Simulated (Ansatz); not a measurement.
```yaml
crystal:
  periodic: [false, false, false]
  atoms:
    - {symbol: Si, position_ang: [-0.210681, 1.170375, -0.170782]}
    - {symbol: O, position_ang: [-0.430835, -0.296191, 0.593352]}
    - {symbol: B, position_ang: [0.109494, -1.502945, 0.408847]}
    - {symbol: Cl, position_ang: [1.316907, -1.766712, -0.859571]}
    - {symbol: H, position_ang: [-0.576679, 1.048832, -1.601348]}
    - {symbol: H, position_ang: [-1.114025, 2.119522, 0.516086]}
    - {symbol: H, position_ang: [1.199720, 1.601496, -0.028853]}
    - {symbol: H, position_ang: [-0.201802, -2.431478, 1.086568]}
basis:
  gaussian: {orbitals: cc-pVTZ-PP, point_charges: [{charge: 0.50, position_ang: [4.414, 0.608, -0.470]}]}
hamiltonian: {xc: {name: B2GP-PLYP}}
accuracy: high
output: {forces: true}
```

```sh
$ ansatz run in.yaml --threads 2 --pin off --events-out ev --progress --plain --max-ram 32768MiB --backend cpu
```

Output, abridged:

```
Functional definition: B2GP-PLYP
Error: <dir> the basis set cc-pVTZ-PP has no functions for Si
```

In this input the basis set is misnamed or doesn't suit the job. The program refused the input.
